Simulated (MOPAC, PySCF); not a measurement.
[Ti(Br)4], neutral singlet in the gas phase. 

Cartesian coordinates (Å):
```xyz
5

Ti    -0.1093    -0.0646    -0.0426
Br    -1.7347     1.5497     0.3613
Br    -0.1329    -0.6433    -2.2952
Br    -0.5525    -1.9508     1.2436
Br     1.9837     0.7802     0.5187
```
Charge 0, spin multiplicity 1.

All levels are single points at this geometry (TPSS-D3(BJ)/def2-SVP); Pople sets use spherical d functions. Orbital energies aren't observables, and empty levels follow the basis.

```csv
level,HOMO (eV),LUMO (eV),gap (eV),dipole (D),"vertical IE, Delta-SCF (eV)"
B3LYP-D3(BJ)/def2-TZVP in PySCF,-8.50,-3.98,4.52,0.00,–
TPSSh-D3(BJ)/def2-TZVP in PySCF,-8.14,-4.25,3.89,0.00,–
B3LYP/3-21G in PySCF,-8.41,-3.84,4.57,0.00,–
B3LYP/6-31G* (LANL2DZ on Ti) in PySCF,-8.55,-4.24,4.31,0.00,10.44
BP86/6-31G* (LANL2DZ on Ti) in PySCF,-7.72,-4.84,2.87,0.00,–
PBE/6-31G* (LANL2DZ on Ti) in PySCF,-7.61,-4.74,2.87,0.00,–
HF/STO-3G in PySCF,-9.02,5.18,14.20,0.01,–
PM6 in MOPAC,-10.74,-3.43,7.30,0.00,–
PM7 in MOPAC,-9.98,-2.27,7.72,0.00,–
```
